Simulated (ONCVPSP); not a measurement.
Transferability test, ONCV potential for carbon (C)

carbon (C), optimised norm-conserving Vanderbilt (ONCV), made with ONCVPSP 4.0.1 (PBE, scalar-relativistic). Core [He], reference 2s1.75 2p2.25. Waves: 2s: rc 1.25 bohr, ncon 3, nbas 6, qcut 4.8 1/bohr, 2 projectors, debl 1.7 Ha; 2p: rc 2.75 bohr, ncon 4, nbas 8, qcut 5.7 1/bohr, 2 projectors, debl 1.5 Ha; d scattering state at 0.41 Ha: rc 2.95 bohr, ncon 5, nbas 9, qcut 3.1 1/bohr, 2 projectors, debl 0.3 Ha. Local part: polynomial inside 0.80 bohr (lpopt 5, dvloc0 -1 Ha). Core correction: none.

Energies are relative to the spin-unpolarised reference configuration 2s1.75 2p2.25; without spin polarisation the order of configurations can differ from experiment.

```csv
valence configuration,charge,ΔE all-electron (eV),error AE − PS (meV)
2s2 2p2,0,-2.117,-1.1
2s2 2p0,+2,32.900,+890
```

What are ΔE and the potential's error for 2s2 2p1?

ΔE = 8.744 eV all-electron; the error (AE − PS) is +136 meV.

What are ΔE and the potential's error for 2s0 2p4?

ΔE = 14.858 eV all-electron; the error (AE − PS) is -16 meV.

Levels in the configuration 2s0 2p4:

```json
{"level": "2p", "all-electron (eV)": "-6.092", "pseudo (eV)": "-6.202"}
```

Note: no bound ghost flagged; GHOST(+) flagged for d at 20.7 eV.
